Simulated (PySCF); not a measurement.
Here is a computed PBE0-D3(BJ)/def2-SVP geometry (Å):
```
C 
B   1  1.5744
C   2  1.5729  1  120.89
C   2  1.5741  1  119.42  3   178.26
H   1  1.1068  2  107.28  3  -106.71
H   1  1.0999  2  115.56  3    13.43
H   1  1.1033  2  111.56  3   138.95
H   3  1.1089  2  105.33  1    84.39
H   3  1.1008  2  114.26  1   -31.51
H   3  1.1008  2  114.49  1  -159.43
H   4  1.1006  2  115.01  1   -20.50
H   4  1.1083  2  105.53  1    96.64
H   4  1.1010  2  113.66  1  -148.11
```
Z-matrix in Å and degrees, rows numbered from 1.

Neutral, closed shell.

Task: Read off the bonds between heavy atoms and their formal orders.

Result: C1–B2 (single); B2–C3 (single); B2–C4 (single). Hydrogens: H5, H6, H7 on C1; H8, H9, H10 on C3; H11, H12, H13 on C4.

Task: Give the structure as a SMILES string.

Result: `CB(C)C`, C3H9B, trimethylborane.

Task: Describe the place of each heavy atom.

Result: C1/C3/C4: sp3 carbon bound to boron; B2: three-coordinate boron.

Task: What is the arrangement about C1?

Result: It has 4 neighbours (B2, H5, H6, H7) and is distorted tetrahedral (angles from 104.9° to 115.6°).

Task: What is the arrangement about B2?

Result: It has 3 neighbours (C1, C3, C4) and is planar (angles 120.9°, 119.7° and 119.4°, sum 360.0°, 0.01 Å off the plane of its three neighbours).
